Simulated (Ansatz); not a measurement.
Basis-set extrapolation for AlClH$_{6}$OSi$_{2}$ (PBE0-D4/def2-TZVP geometry, frozen core, Ansatz). Multiplicity 1, RHF reference.

```json
{"": "HF", "def2-TZVPP": "-1357.789148", "def2-QZVPP": "-1357.830598"}
{"": "MP2 correlation", "def2-TZVPP": "-0.758435", "def2-QZVPP": "-0.823388"}
{"": "CCSD(T) correlation", "def2-TZVPP": "-0.855289", "def2-QZVPP": "not run"}
```

Energies in hartree. Use E(X) = E(∞) + A·exp(−7.88·√X) for Hartree–Fock and E(X) = E(∞) + B·X^(−2.97) for correlation, with X = 3 and 4, and add CCSD(T) minus MP2 of the smaller set to the MP2 limit.

Q: What is the CCSD(T) energy at the basis-set limit?

A: HF limit: -1357.830598 + (-0.041450) × 0.13774 = -1357.83631. MP2 limit: -0.823388 + (-0.064953) × 0.74074 = -0.87150. Higher-order term: -0.855289 − (-0.758435) = -0.09685. Total: -1358.80466 hartree, 4.36 eV below CCSD(T)/def2-TZVPP.
